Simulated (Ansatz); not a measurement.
Species: C$_{3}$H$_{5}$N, SMILES `NC1C=C1` (charge 0, multiplicity 1), formula C₃H₅N.

Question: How many basis functions does Ansatz (an electronic-structure program) with frozen-core CCSD(T)/cc-pVTZ // PBE0-D4/def2-TZVP use, how many core orbitals are frozen, and how many electrons are correlated?

Answer: 190 basis functions and 4 frozen orbitals, which leaves 22 correlated electrons. Core time is of the order of minutes.
